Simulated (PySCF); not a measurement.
(E)-1-bromo-2-chloroprop-1-ene (C₃H₄BrCl), SMILES C/C(Cl)=C\Br.

Geometry: PBE-D3(BJ)/def2-SVP.

Level of theory: PBE-D3(BJ)/def2-SVP in PySCF 2.14.0.

Frequencies are harmonic and unscaled.

```tsv
mode	ν (cm⁻¹)	IR (km/mol)	moving atoms (share of kinetic energy)
1	144	0.3	H 82 %, C 15 %
2	190	1.2	C 63 %, Br 17 %, H 15 %
3	194	0.2	C 56 %, H 27 %, Cl 13 %
4	262	0.6	Cl 45 %, Br 31 %, C 19 %
5	364	1.5	C 37 %, Cl 36 %, H 23 %
6	424	5.1	C 66 %, H 33 %
7	697	23.9	C 67 %, H 17 %, Cl 15 %
8	718	53.8	C 79 %, H 9 %
9	762	29.8	H 73 %, C 26 %
10	966	8.7	H 51 %, C 48 %
11	1008	0.0	H 67 %, C 33 %
12	1054	55.9	H 52 %, C 47 %
13	1214	0.6	H 69 %, C 31 %
14	1339	12.9	H 72 %, C 28 %
15	1392	4.6	H 95 %
16	1393	10.6	H 97 %
17	1640	7.1	C 96 %
18	2975	8.1	H 97 %
19	3054	2.9	H 91 %, C 9 %
20	3094	1.8	H 91 %, C 9 %
21	3165	7.8	H 91 %, C 9 %
```
